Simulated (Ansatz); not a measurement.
C$_{3}$H$_{8}$B$_{2}$S, SMILES `BS/C=C/BC` from Hartree–Fock to CCSD(T)

```xyz
14

B    -1.461   -0.107   -3.022
S    -0.568    1.174   -2.205
C    -0.123    0.476   -0.664
C     0.577    1.137    0.268
B     0.955    0.494    1.619
C     0.584   -0.957    2.052
H    -1.630   -1.160   -2.490
H    -1.870    0.148   -4.111
H    -0.459   -0.546   -0.517
H     0.876    2.159    0.040
H     1.583    1.163    2.396
H     1.502   -1.505    2.299
H     0.011   -1.555    1.340
H     0.025   -0.921    2.995
```

Total charge 0; spin multiplicity 1. All single points use the PBE0-D4/def2-TZVP geometry. It is one conformer, not always the lowest. Frozen core, restricted reference, the Gaussian-basis code of Ansatz. CBS rows extrapolate triple and quadruple zeta; past MP2 they add the triple-zeta difference.

| basis | HF (Eh) | MP2 corr. | CCSD corr. | (T) | CCSD(T) total |
| --- | --- | --- | --- | --- | --- |
| def2-TZVPP | ? | -0.87161 | -0.93472 | ? | ? |
| def2-QZVPP | ? | ? | – | – | – |
| CBS(def2) | -565.25053 | -0.97476 | -1.03787 | as TZ | -566.33164 |

Problem. Fill in the withheld values. (Estimate.)

Solution. Ansatz gave: def2-TZVPP HF (Eh): -565.22921; def2-TZVPP (T): -0.04324; def2-TZVPP CCSD(T) total: -566.20717; def2-QZVPP HF (Eh): -565.24795; def2-QZVPP MP2 corr.: -0.93087.
